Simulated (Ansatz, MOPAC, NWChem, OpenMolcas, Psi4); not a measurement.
How methods differ on B2H4F2 (SMILES [BH2-]1[F+][BH2-][F+]1)

B2H4F2, singlet, SMILES `[BH2-]1[F+][BH2-][F+]1`. Each level relaxes the structure for itself.

Quantity: the zero-point energy at each level's own minimum, in kJ/mol. The values are calculated.

```json
{"level": "PM6-D3", "kind": "semi-empirical", "program": "MOPAC", "value (kJ/mol)": "135.3"}
{"level": "PM6-D3H4", "kind": "semi-empirical", "program": "MOPAC", "value (kJ/mol)": "135.0"}
{"level": "PM7", "kind": "semi-empirical", "program": "MOPAC", "value (kJ/mol)": "125.4"}
{"level": "PM7-", "kind": "semi-empirical", "program": "MOPAC", "value (kJ/mol)": "125.3"}
{"level": "HF/3-21G", "kind": "Hartree–Fock", "program": "OpenMolcas", "value (kJ/mol)": "143.5"}
{"level": "HF/6-31G* (Cartesian functions)", "kind": "Hartree–Fock", "program": "OpenMolcas", "value (kJ/mol)": "141.2"}
{"level": "PBE-D3(BJ)/def2-SVP", "kind": "GGA", "program": "NWChem", "value (kJ/mol)": "128.5"}
{"level": "PBE0-D4/def2-TZVP", "kind": "global hybrid", "program": "Ansatz", "value (kJ/mol)": "133.7"}
{"level": "B3LYP-D3(BJ)/def2-TZVP (density fitting)", "kind": "global hybrid", "program": "Psi4", "value (kJ/mol)": "133.1"}
```

Harmonic and unscaled. The values span 125.3 to 143.5 kJ/mol.
